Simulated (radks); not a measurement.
Problem. Mo III, 40 electrons, occupied as [Kr] 4d4. Method: Dirac Kohn-Sham, PBE, spin-unpolarised, spherical densities, finite nucleus; open shells are shared between the two j in proportion to 2j + 1; Fermi nuclear charge, rms radius 4.4091 fm; computed with a radial shooting solver on a logarithmic mesh with Libxc functionals. Some entries of the table are withheld. Estimate them.

| orbital | occ. | eigenvalue (Ry) | <r> (bohr) | r(max) (bohr) |
|---|---|---|---|---|
| 1s1/2 | 2 | -1457.560 | 0.03517 | (1) |
| 2s1/2 | 2 | -206.9932 | 0.1534 | 0.1297 |
| 2p1/2 | 2 | (2) | 0.1308 | 0.1009 |
| 2p3/2 | 4 | (3) | 0.1353 | 0.1048 |
| 3s1/2 | 2 | -36.36973 | 0.4287 | 0.3838 |
| 3p1/2 | 2 | -30.10548 | 0.4233 | 0.3710 |
| 3p3/2 | 4 | -28.81593 | 0.4338 | 0.3803 |
| 3d3/2 | 4 | (4) | 0.4132 | 0.3210 |
| 3d5/2 | 6 | (5) | 0.4167 | 0.3238 |
| 4s1/2 | 2 | -6.07952 | 1.104 | 0.9889 |
| 4p1/2 | 2 | -4.29610 | (6) | 1.054 |
| 4p3/2 | 4 | -4.11113 | (7) | 1.078 |
| 4d3/2 | 1.6 | -1.54163 | 1.717 | 1.339 |
| 4d5/2 | 2.4 | -1.52322 | 1.733 | 1.351 |
| 5s1/2 | 0 | -1.30089 | 2.940 | 2.618 |
| 5p1/2 | 0 | -0.94674 | 3.479 | 3.091 |
| 5p3/2 | 0 | -0.92583 | 3.546 | 3.159 |

Solution. 
(1) 1s1/2 r(max) (bohr): 0.02287
(2) 2p1/2 eigenvalue (Ry): -190.5317
(3) 2p3/2 eigenvalue (Ry): -182.6996
(4) 3d3/2 eigenvalue (Ry): -17.74418
(5) 3d5/2 eigenvalue (Ry): -17.50002
(6) 4p1/2 <r> (bohr): 1.207
(7) 4p3/2 <r> (bohr): 1.237
